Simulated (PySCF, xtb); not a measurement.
Al(Br)(vinyl)(NH2) (C₂H₅AlBrN), SMILES C=[CH][Al]([NH2])[Br].

GFN2-xTB (xtb) at its own geometry gives an orbital gap of 4.03 eV and a dipole moment of 5.39 D.

Coordinates come from a ωB97X-D3(BJ)/def2-SVP optimisation. The structure was generated by enumeration; whether it is a known compound was not checked. One conformer was computed; it need not be the lowest.

Q: What does PBE/def2-TZVP in PySCF give? (An estimate is asked for; the answer gives what the named calculation found.)

A: gap 4.17 eV (levels -6.18 and -2.01 eV), dipole 2.40 D.
